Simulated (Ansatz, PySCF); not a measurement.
Stretching the C2–H3 bond in CH4MgO (SMILES [CH3][Mg][OH]) (multiplicity 1 held, fragments rigid). Energies count from the point at 1.093 Å.
Geometry at that point (charge 0, multiplicity 1):
```xyz
7

Mg     0.0124    -0.0817     0.0586
C     -0.2428     1.5945    -1.1443
H     -1.0267     2.2490    -0.7549
H     -0.5240     1.3151    -2.1628
H      0.6757     2.1836    -1.2072
O      0.2295    -1.5076     1.0820
H      0.3461    -2.2730     1.6312
```

Restricted levels (R-, RO-) in cc, def2 and unpolarised 6-31G sets keep to the state of the molecule at rest. U- levels take the lowest unrestricted solution at each point, which mixes spins at long bonds. Levels need not reach the same state.

Rows in 3-21G carry no dispersion term and start afresh at each structure.

Codes used: Ansatz (Gaussian orbitals); PySCF for 3-21G rows. Each number belongs to the level named beside it.

**Question.** One of these levels gives 164.07 kcal/mol for the energy at R = 3.497 Å. Which?
A) U-PBE/def2-TZVPP
B) R-PBE/def2-TZVPP
C) R-wB97X-V/def2-TZVPP
D) R-HF/3-21G

**Answer.** C, R-wB97X-V/def2-TZVPP. The others give 187.89 (R-HF/3-21G), 135.03 (R-PBE/def2-TZVPP), 110.49 (U-PBE/def2-TZVPP)

Doubts at one or more of the structures used: a restricted determinant that unrestricted orbitals would lower (R-HF/3-21G, R-PBE/def2-TZVPP, R-wB97X-V/def2-TZVPP); a spin-contaminated determinant (U-PBE/def2-TZVPP).

Ansatz is a program for electronic structure.
